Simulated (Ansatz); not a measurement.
H$_{2}$FNSi (SMILES N[Si]F), singlet, at a GFN2-xTB geometry, with bond 4-3 at 1.8 times its length.

Ansatz (a quantum-chemistry and plane-wave program) was given this input:
Ansatz 0.2 input:
```yaml
crystal:
  periodic: [false, false, false]
  atoms:
    - {symbol: Si, position_ang: [-0.36987679, 0.14038541, 0.52982896]}
    - {symbol: F, position_ang: [0.84303482, 1.01948402, -0.15708767]}
    - {symbol: N, position_ang: [-0.27552124, -1.14468521, -0.58510570]}
    - {symbol: H, position_ang: [0.91051030, -1.18936315, -1.96602414]}
    - {symbol: H, position_ang: [-0.86377480, -1.95844905, -0.55579390]}
basis:
  gaussian:
    orbitals: def2-SVP
hamiltonian:
  xc: hf
magnetization: {spin_polarized: false}
correlation: {active_space: {window: {electrons: 6, orbitals: 6}}}
```

**Question.** Give the number of basis functions at the level Ansatz with CASSCF(6,6)/def2-SVP.

**Answer.** 56

**Question.** Give the total energy at the level CASSCF(6,6)/def2-SVP.

**Answer.** -443.7705 Eh
